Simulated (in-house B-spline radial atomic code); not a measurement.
Values are calculated unless marked as measured or tabulated.
**Work function and surface energy of Li in the stabilised jellium model**

The positive ions are smeared into a uniform slab; the electrons are solved self-consistently in the LDA (PW92) on a fine grid across the film. Stabilised jellium adds, inside the slab, the constant potential −n de/dn that makes the bulk stable at the metal's density. No lattice, so no dependence on crystal face. Atomic units unless named. The numbers below are for the stabilised model.

Li: 1 valence electron per atom, density 0.534 g/cm³, mass 6.94 u, so r_s = 3.26 bohr. Thick-film values are averages over eight films of 5 to 5.44 Fermi wavelengths, one period of the size oscillation.

Across the edge of the background of the film of 5 Fermi wavelengths (z = 0, vacuum at z > 0):

```
z (bohr)   n/n_bulk  V − E_F (hartree)
  -10.67       0.99            -0.1731
    -8.0      1.015            -0.1737
   -5.34     0.9765            -0.1724
   -3.74      1.055            -0.1747
   -2.13      1.007            -0.1785
   -1.07     0.7534            -0.1648
     0.0     0.4105            -0.1017
    1.07       0.17           -0.02525
    2.13     0.0613            0.01972
    3.74    0.01111            0.06319
    5.34   0.001841            0.08871
     8.0  8.554e-05             0.1099
```

Q: The electrons that spill out make a dipole barrier Δφ = 1.408 eV. Assemble the work function.

A: k_F = 1.91916/3.26 = 0.5887, so k_F²/2 = 4.715 eV, and the LDA gives v_xc = -6.226 eV in the bulk; the stabilising potential is -0.449 eV. Measured from the bulk electrostatic potential the Fermi level lies at 4.715 + (-6.226) + (-0.449) = -1.960 eV, so Φ = Δφ − that = 1.408 − (-1.960) = 3.37 eV; the films' Fermi levels give 3.37 eV. Measurement gives 2.9 eV (table in Wikipedia's article on work functions); the other model gives 3.23 eV.

Q: The surface energy has the parts (J/m²): kinetic -0.39, exchange-correlation 0.522, electrostatic 0.092, stabilising term 0.083. What is the total, and what does its sign mean?

A: The sum is 0.307 J/m². The kinetic part is negative since spilling out relaxes the electrons, while exchange-correlation and electrostatics cost energy, and the stabilising term adds 0.083. A positive total means that making surface costs energy; the other model gives 0.220 J/m².

Q: What barrier would the Schottky-Mott rule give for electrons at a contact to n-type Ge, whose electron affinity is 4.0 eV (NSM archive of the Ioffe Institute)?

A: Φ_B = Φ − χ is 3.37 − 4.0 = -0.63 eV with the model's value and 2.90 − 4.0 = -1.10 eV with the measured one (the middle, for a range); a negative value would mean an ohmic contact. Real barriers on covalent semiconductors follow the metal only weakly, since states induced in the gap pin the Fermi level.
